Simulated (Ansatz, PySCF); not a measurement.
Process, species as SMILES: O=C(O)C(F)(F)F -> O=[C]O + F[C](F)F (the C-C bond at the site shown breaks; other sites are not compared here)
Structures are relaxed separately at B3LYP-D3(BJ)/def2-TZVP in Ansatz (a first-principles code), one conformer each, not searched for the lowest. Frequencies are from Ansatz or PySCF.

Wanted: bond dissociation energy (0 K, with B3LYP-D3(BJ) harmonic zero-point energies), in kcal/mol. Valence correlation only, unless marked. Open shells are spin-unrestricted. No spin-orbit coupling. Non-relativistic unless marked X2C. CBS(X,Y): correlation extrapolated as X^-3; Hartree-Fock from the larger set. [CCSD(T)-MP2]/basis is that difference in the basis named.

```csv
level,program,bond dissociation energy (kcal/mol)
r2SCAN-D4/def2-TZVPD,Ansatz + dftd4,(withheld)
PBE0/6-31G*,Ansatz,89.5
PBE0/def2-TZVPD,Ansatz,84.4
PBE0/def2-QZVPP,Ansatz,84.4
HSE06-D4/def2-TZVPD,Ansatz + dftd4,85.8
HSE06/def2-TZVPD,Ansatz,84.4
LC-wPBE-D4/def2-TZVPD,Ansatz + dftd4,(withheld)
B2GP-PLYP-D4/def2-TZVPD,Ansatz + dftd4,86.5
PBE-QIDH/def2-TZVPD,Ansatz,88.5
RPA@PBE/cc-pVTZ,Ansatz,(withheld)
SCS-MP2/STO-3G,Ansatz,69.8
X2C-CCSD(T)/cc-pVTZ-DK,Ansatz,(withheld)
CCSD(T) with core electrons/cc-pwCVTZ,Ansatz,89.4
"RI-MP2/CBS(cc-pVTZ,cc-pVQZ)+[CCSD(T)-MP2]/cc-pVTZ",Ansatz,91.3
```

**Question.** Some entries are withheld; supply them.

**Answer.** 
- r2SCAN-D4/def2-TZVPD, bond dissociation energy (kcal/mol): 82.7
- LC-wPBE-D4/def2-TZVPD, bond dissociation energy (kcal/mol): 86.4
- RPA@PBE/cc-pVTZ, bond dissociation energy (kcal/mol): 85.5
- X2C-CCSD(T)/cc-pVTZ-DK, bond dissociation energy (kcal/mol): 89.2
